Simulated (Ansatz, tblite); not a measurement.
Forces on the cluster Cd₅⁻ at its PBE/def2-SVPD geometry. Charge -1, multiplicity 2.

In the def2 sets Cd takes a core potential; there is no spin–orbit coupling. The xTB rows come from tblite. At PBE/def2-TZVPD the highest occupied level of the charge -1 doublet lies above zero (up to 0.80 eV). The electron is either unbound and held by the finite basis, or the level is raised by self-interaction error. Another isomer (doublet) lies 0.19 eV lower at PBE0/def2-TZVPD; other spin states weren't run for this one.

GFN1-xTB (tblite), largest force 0.08 eV/Å:

```xyz
5
positions Å, forces eV/Å
Cd   -1.722    0.637   -1.841    0.049   -0.014    0.057
Cd    1.422   -1.945    0.957   -0.039    0.056   -0.025
Cd    1.380    0.920    2.007   -0.045   -0.024   -0.062
Cd   -0.586    2.509    0.289    0.021   -0.077   -0.008
Cd   -0.494   -2.121   -1.412    0.014    0.059    0.038
```

GFN2-xTB (tblite), largest force 0.45 eV/Å:

```
Cd -0.294 0.120 -0.316
Cd 0.247 -0.338 0.167
Cd 0.233 0.165 0.338
Cd -0.101 0.425 0.053
Cd -0.085 -0.372 -0.243
```

PBE/def2-TZVPD (Ansatz), largest force 0.01 eV/Å:

```
Cd 0.002 0.004 0.004
Cd -0.001 0.002 0.000
Cd -0.004 0.001 -0.004
Cd 0.002 -0.006 -0.001
Cd 0.001 0.000 0.001
```
